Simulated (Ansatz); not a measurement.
Cost and result for the atomization energy of C₃H₉AlO (`CCC[O][AlH2]`) (14 atoms, 13 bonds).

```
atom   x (Å)   y (Å)   z (Å)
  C1  -1.241   1.761   0.465
  C2  -0.813   0.305   0.509
  C3   0.116  -0.052  -0.634
  O4   0.451  -1.412  -0.616
 Al5   1.888  -2.255  -0.351
  H6  -1.907   2.004   1.296
  H7  -1.772   1.991  -0.463
  H8  -0.379   2.432   0.526
  H9  -1.685  -0.353   0.463
 H10  -0.306   0.088   1.456
 H11  -0.380   0.173  -1.588
 H12   1.016   0.580  -0.586
 H13   3.216  -1.431  -0.082
 H14   1.796  -3.829  -0.396
```

The species carries charge 0 and has multiplicity 1. The geometry is a stationary point of PBE0-D4/def2-TZVP. It is one conformer, not always the lowest. Program: Ansatz. All runs use 4 threads of an Arm Neoverse V1 on a shared host. Times are those of one run each, without the atoms' runs, and a repeat can differ threefold. Electronic energies, without spin–orbit coupling; frozen cores. CCSD(T)/CBS adds CCSD(T) − MP2 in def2-TZVPP to the MP2 limit, and its time is that of the two runs behind it. T1 = 0.011.

CCSD(T)/CBS is a level of theory with its own doubt, some kJ/mol a heavy atom from the limit and from the frozen cores, so smaller differences don't rank the functionals.

```json
{"level": "revPBE-D4/def2-TZVPP", "functions": "292", "wall time": "2.5 s", "atomization (kJ/mol)": "5128.3", "difference from CCSD(T)/CBS": "-58.5", "per bond": "-4.5"}
{"level": "BLYP-D4/def2-TZVPP", "functions": "292", "wall time": "2.6 s", "atomization (kJ/mol)": "5153.2", "difference from CCSD(T)/CBS": "-33.6", "per bond": "-2.6"}
{"level": "PBE-D4/def2-TZVPP (with forces)", "functions": "292", "wall time": "3.3 s", "atomization (kJ/mol)": "5237.7", "difference from CCSD(T)/CBS": "50.9", "per bond": "3.9"}
{"level": "PBE0-D4/def2-TZVPP", "functions": "292", "wall time": "3.7 s", "atomization (kJ/mol)": "5174.5", "difference from CCSD(T)/CBS": "-12.3", "per bond": "-0.9"}
{"level": "r2SCAN-D4/def2-TZVPP (with forces)", "functions": "292", "wall time": "6 s", "atomization (kJ/mol)": "5189.3", "difference from CCSD(T)/CBS": "2.5", "per bond": "0.2"}
{"level": "r2SCANh-D4/def2-TZVPP", "functions": "292", "wall time": "6.5 s", "atomization (kJ/mol)": "5165.5", "difference from CCSD(T)/CBS": "-21.3", "per bond": "-1.6"}
{"level": "B2PLYP/def2-TZVPP", "functions": "292", "wall time": "7 s", "atomization (kJ/mol)": "5131.1", "difference from CCSD(T)/CBS": "-55.7", "per bond": "-4.3"}
{"level": "PBE-QIDH/def2-TZVPP", "functions": "292", "wall time": "7 s", "atomization (kJ/mol)": "5150.3", "difference from CCSD(T)/CBS": "-36.5", "per bond": "-2.8"}
{"level": "CCSD(T)/def2-SVP", "functions": "119", "wall time": "8.5 s", "atomization (kJ/mol)": "4963.9", "difference from CCSD(T)/CBS": "-222.9", "per bond": "-17.1"}
{"level": "B97M-V/def2-TZVPP", "functions": "292", "wall time": "12 s", "atomization (kJ/mol)": "5208.8", "difference from CCSD(T)/CBS": "22.0", "per bond": "1.7"}
{"level": "MP2/def2-QZVPP", "functions": "568", "wall time": "38 s", "atomization (kJ/mol)": "5191.3", "difference from CCSD(T)/CBS": "4.5", "per bond": "0.3"}
{"level": "CCSD(T)/def2-TZVPP", "functions": "292", "wall time": "5.2 min", "atomization (kJ/mol)": "5070.1", "difference from CCSD(T)/CBS": "-116.7", "per bond": "-9.0"}
{"level": "CCSD(T)/CBS(def2)", "functions": "–", "wall time": "5.8 min", "atomization (kJ/mol)": "5186.8", "difference from CCSD(T)/CBS": "0.0", "per bond": "0.0"}
```

In def2-TZVPP, CCSD(T) changes the Hartree–Fock value by +1180.9 kJ/mol (the triples alone add +59.1 kJ/mol) and MP2 by +1232.8 kJ/mol; breaking electron pairs costs correlation energy, which Hartree–Fock lacks. From r2SCAN to r2SCAN0 (25 % exact exchange), in def2-TZVPP and without D4, the atomization energy moves by −58.4 kJ/mol: exact exchange takes away binding that semilocal exchange gives to molecules. Leaving LDA and LC-ωPBE aside and taking each functional with its dispersion term where it has one, the values, not all of them listed here, spread over 174.6 kJ/mol, from BHLYP-D4 to PBE-D4. LDA lies +637.0 kJ/mol from PBE without D4, its usual overbinding.
